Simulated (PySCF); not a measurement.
## Electron correlation in Ge²⁺ (germanium, charge +2)

[Ar] 3d10 4s1 4p1, high-spin 3P determinant (an excited configuration). Computed with PySCF 2.14 in aug-cc-pVQZ-PP with ECP10MDF, with a scalar-relativistic core potential. Frozen: 3s2 3p6 3d10; 2 electrons correlated.

With two correlated electrons CCSD is exact within the correlated space (frozen core and kept virtual orbitals).

```tsv
level	correlation energy (mhartree)
CCSD	-4.11
```

Diagnostics: T1 = 0.0023, D1 = 0.0041, largest double amplitude 0.028.

Cost of the coupled-cluster step: roughly 5 core-seconds, for 2 correlated electrons.

Iterations:

```
CC2 = 0
CCSD nocc = (np.int64(2), np.int64(0)), nmo = (80, 80)
frozen orbitals [[0, 1, 2, 3, 4, 5, 6, 7, 8], [0, 1, 2, 3, 4, 5, 6, 7, 8]]
max_cycle = 100
direct = 0
conv_tol = 1e-08
conv_tol_normt = 1e-06
diis_space = 8
diis_start_cycle = 0
Init t2, MP2 energy = -0.00265407923756904
Init E_corr(UCCSD) = -0.0026540792412541
cycle = 1  E_corr(UCCSD) = -0.00352289622664426  dE = -0.000868816985  norm(t1,t2) = 0.0141361
cycle = 2  E_corr(UCCSD) = -0.0038590402648572  dE = -0.000336144038  norm(t1,t2) = 0.00621925
cycle = 3  E_corr(UCCSD) = -0.00411527612332124  dE = -0.000256235858  norm(t1,t2) = 0.00282894
cycle = 4  E_corr(UCCSD) = -0.00411224190503814  dE = 3.03421828e-06  norm(t1,t2) = 0.000154829
cycle = 5  E_corr(UCCSD) = -0.0041123548505909  dE = -1.12945553e-07  norm(t1,t2) = 1.19956e-05
cycle = 6  E_corr(UCCSD) = -0.00411232479482957  dE = 3.00557613e-08  norm(t1,t2) = 1.083e-06
cycle = 7  E_corr(UCCSD) = -0.00411233161626099  dE = -6.82143141e-09  norm(t1,t2) = 1.22428e-07
UCCSD converged
E(UCCSD) = -292.2898549806951  E_corr = -0.004112331616260986
```
